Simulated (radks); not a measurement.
Results of a calculation; reference values are marked as such.
Valence configurations of the holmium ion Ho2+ (all share [Xe]). Code: a radial shooting solver on a logarithmic mesh with Libxc functionals. Model: scalar-relativistic Kohn-Sham, PBE, spin-polarised, spherical densities, finite nucleus; open shells are filled with parallel spins first (spin-orbit coupling, left out, can overturn this in heavy ions); Fermi nuclear charge, rms radius 5.2022 fm. Energies are relative to 4f11; eigenvalues in eV for spin up.

| valence | E (eV) | moment (Bohr magnetons) | e(4f) | e(5d) | e(6p) | e(6s) |
|---|---|---|---|---|---|---|
| 4f11 | 0.000 | 3 | -18.275 | - | - | - |
| 4f10.5 5d0.5 | 1.606 | 4 | -21.470 | -14.685 | - | - |
| 4f10.5 6p0.5 | 3.591 | 4 | -23.360 | - | -11.800 | - |
| 4f10 6s1 | 4.027 | 5 | -27.542 | - | - | -17.260 |
| 4f10 5d1 | 4.118 | 5 | -24.896 | -15.648 | - | - |
| 4f10 6p1 | 8.949 | 5 | -28.834 | - | -13.041 | - |
| 4f9 5d1 6s1 | 13.191 | 7 | -35.221 | -19.389 | - | -18.202 |
| 4f9 6s2 | 15.722 | 5 | -38.299 | - | - | -18.897 |
| 4f9.5 6p1.5 | 16.270 | 6 | -34.621 | - | -14.165 | - |
| 4f9 6p2 | 25.744 | 7 | -40.689 | - | -15.193 | - |

NIST lists [Xe] 4f11 as the ground configuration; this level of theory agrees among the configurations tried. The energies are those of spherical high-spin densities, not of single terms.
